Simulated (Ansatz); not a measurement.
Cost and result for the atomization energy of CH6GeTe, SMILES `[GeH3][CH2][TeH]` (9 atoms, 8 bonds).

Z-matrix (Å, degrees):
```
Ge
C 1 1.959
H 1 1.538 2 109.2
H 1 1.537 2 109.7 3 120.0
H 1 1.537 2 109.7 3 -120.0
Te 2 2.144 1 111.3 3 -179.1
H 2 1.089 1 109.6 3 -59.1
H 2 1.089 1 109.5 3 61.1
H 6 1.660 2 94.1 1 -178.9
```

The species carries charge 0 and has multiplicity 1. Correlated methods include outer-core shells of Ge, Te, which these sets cover unevenly. Scalar relativity is left out up to krypton. Te: def2 effective core potential. Geometry: relaxed with PBE0-D4/def2-TZVP. Program: Ansatz. All runs use 4 threads of an Arm Neoverse V1 on a shared host. Times are those of one run each, without the atoms' runs, and a repeat can differ threefold. Electronic energies, without spin–orbit coupling; frozen cores. CCSD(T)/CBS adds CCSD(T) − MP2 in def2-TZVPP to the MP2 limit, and its time is that of the two runs behind it. T1 = 0.011. With those shells the extrapolation isn't a true limit. B3LYP takes the VWN-RPA correlation (the form of Gaussian; ORCA's B3LYP/G).

CCSD(T)/CBS is a level of theory with its own doubt, some kJ/mol a heavy atom from the limit and from the frozen cores, so smaller differences don't rank the functionals.

```
                             level  functions  wall time
   PBE-D4/def2-TZVPP (with forces)        213      2.2 s
                PBE0-D4/def2-TZVPP        213      2.8 s
 B3LYP-D4/def2-TZVPP (with forces)        213        4 s
r2SCAN-D4/def2-TZVPP (with forces)        213      4.6 s
                 B2PLYP/def2-TZVPP        213      4.8 s
                ωB97X-V/def2-TZVPP        213      7.5 s
  ωB97M-V/def2-TZVPP (with forces)        213       11 s
                    MP2/def2-QZVPP        408       18 s
                CCSD(T)/def2-TZVPP        213    2.3 min
                 CCSD(T)/CBS(def2)          –    2.6 min
```

**Question.** What atomization energy does each give, and how far from CCSD(T)/CBS? (An estimate is asked.)

**Answer.** Ansatz gave: 
```json
{"level": "PBE-D4/def2-TZVPP (with forces)", "atomization (kcal/mol)": "619.3", "difference from CCSD(T)/CBS": "-5.1", "per bond": "-0.6"}
{"level": "PBE0-D4/def2-TZVPP", "atomization (kcal/mol)": "613.6", "difference from CCSD(T)/CBS": "-10.8", "per bond": "-1.3"}
{"level": "B3LYP-D4/def2-TZVPP (with forces)", "atomization (kcal/mol)": "615.8", "difference from CCSD(T)/CBS": "-8.6", "per bond": "-1.1"}
{"level": "r2SCAN-D4/def2-TZVPP (with forces)", "atomization (kcal/mol)": "617.1", "difference from CCSD(T)/CBS": "-7.3", "per bond": "-0.9"}
{"level": "B2PLYP/def2-TZVPP", "atomization (kcal/mol)": "608.6", "difference from CCSD(T)/CBS": "-15.8", "per bond": "-2.0"}
{"level": "ωB97X-V/def2-TZVPP", "atomization (kcal/mol)": "621.2", "difference from CCSD(T)/CBS": "-3.2", "per bond": "-0.4"}
{"level": "ωB97M-V/def2-TZVPP (with forces)", "atomization (kcal/mol)": "613.6", "difference from CCSD(T)/CBS": "-10.8", "per bond": "-1.3"}
{"level": "MP2/def2-QZVPP", "atomization (kcal/mol)": "613.9", "difference from CCSD(T)/CBS": "-10.5", "per bond": "-1.3"}
{"level": "CCSD(T)/def2-TZVPP", "atomization (kcal/mol)": "609.2", "difference from CCSD(T)/CBS": "-15.2", "per bond": "-1.9"}
{"level": "CCSD(T)/CBS(def2)", "atomization (kcal/mol)": "624.4", "difference from CCSD(T)/CBS": "0.0", "per bond": "0.0"}
```

The D4 term adds +7.7 kcal/mol with B3LYP and +4.0 kcal/mol with PBE0; it sums over pairs of atoms, weighted by their polarisabilities, and B3LYP, whose exchange is more repulsive, gets the larger term. From PBE to PBE0 (25 % exact exchange), in def2-TZVPP and without D4, the atomization energy moves by −4.9 kcal/mol: exact exchange takes away binding that semilocal exchange gives to molecules. In def2-TZVPP, CCSD(T) changes the Hartree–Fock value by +165.8 kcal/mol (the triples alone add +8.7 kcal/mol) and MP2 by +161.6 kcal/mol; breaking electron pairs costs correlation energy, which Hartree–Fock lacks.

Spin–orbit coupling would lower the free Te atoms strongly, and the atomization energy with them, by more than many differences here. For some Ge, Se and Sn compounds the MP2-based and the directly extrapolated limit differ by 10 to 25 kJ/mol.
